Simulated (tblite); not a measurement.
Species: C₆H₉O₃ (doublet state).
SMILES with atom numbers: `[CH3:1]/[CH:2]=[C:3]/[O:4][CH2:5][CH2:6][C:7](=[O:8])[OH:9]` (hydrogens: H10, H11, H12 on C1; H13 on C2; H14, H15 on C5; H16, H17 on C6; H18 on O9)

Geometry (GFN2-xTB, Å), atoms numbered from 1 in this order:
```xyz
18
C6H9O3 angstrom
C      3.4875    0.6062    0.1370
C      2.2670   -0.0098   -0.4726
C      1.1882    0.6583   -0.8037
O     -0.0244    0.3893   -1.2248
C     -0.6477   -0.8372   -0.8221
C     -2.1572   -0.6329   -0.8402
C     -2.5888    0.2338    0.3235
O     -2.1464    0.1684    1.4368
O     -3.5537    1.0876   -0.0270
H      3.7536    0.0796    1.0532
H      4.3343    0.5341   -0.5457
H      3.3107    1.6516    0.3708
H      2.3737   -1.0698   -0.7315
H     -0.3523   -1.6222   -1.5291
H     -0.3117   -1.1097    0.1846
H     -2.6566   -1.5988   -0.7433
H     -2.4680   -0.1595   -1.7708
H     -3.8169    1.6372    0.7285
```

The geometry is computed with GFN2-xTB (gas phase). This method treats the open shell by occupation alone, without spin polarisation.

Take the most abundant isotopes and a rigid rotor. The values belong to one conformer with, in the numbering `[CH3:1]/[CH:2]=[C:3]/[O:4][CH2:5][CH2:6][C:7](=[O:8])[OH:9]`, C2–C3–O4–C5 31°, C3–O4–C5–C6 153°, O4–C5–C6–C7 -73°, C5–C6–C7–O8 -40°, C6–C7–O9–H 180°.

Problem. What are A, B and C (MHz)?

Solution. Ia = 135.57, Ib = 733.73, Ic = 779.07 u·Å²; 505379 MHz·u·Å²/I gives A = 3728, B = 688.8, C = 648.7 MHz.

Problem. What kind of rotor is it?

Solution. A near-prolate asymmetric top: κ = (2 × 688.8 − 3728 − 648.7)/(3728 − 648.7) = -0.97.

Problem. Is it planar, by Δ = Ic − Ia − Ib?

Solution. Not planar: Δ = Ic − Ia − Ib = -90.23 u·Å². For a rigid frame Δ = −2 Σ m c², so Σ m c² = 45.12 u·Å² lies off the ab plane: 8.58 from hydrogen and 36.53 from heavier atoms. The atom farthest from that plane is 1.36 Å away.

Problem. Where do the levels up to J = 2 lie, in cm⁻¹?

Solution. Above 0(0,0):
J = 1: 1(0,1) 0.0446, 1(1,1) 0.1460, 1(1,0) 0.1473
J = 2: 2(0,2) 0.1338, 2(1,2) 0.2339, 2(1,1) 0.2379, 2(2,1) 0.5420, 2(2,0) 0.5420
Those of J = 1 are B + C, A + C and A + B.

Problem. Estimate the classical rotational partition function at 25 K, 100 K and 200 K.

Solution. Point group C1, symmetry number σ = 1; q = (√π/σ)·√((kT/h)³/(ABC)), k/h = 20836.6 MHz/K: 16300 at 25 K, 131000 at 100 K, 369000 at 200 K.

For this open shell read J as N, the rotation without spin; fine and hyperfine splittings come on top. Its lowest GFN2-xTB frequency is 12 cm⁻¹, too small to tell a flat minimum from a shallow saddle. No vibrational averaging or centrifugal distortion is included, and the geometry carries the error of its method.

On one thread of an Arm Neoverse V2, no GPU, shared host, this took 0.91 s wall. That covers the optimisation of the geometry.
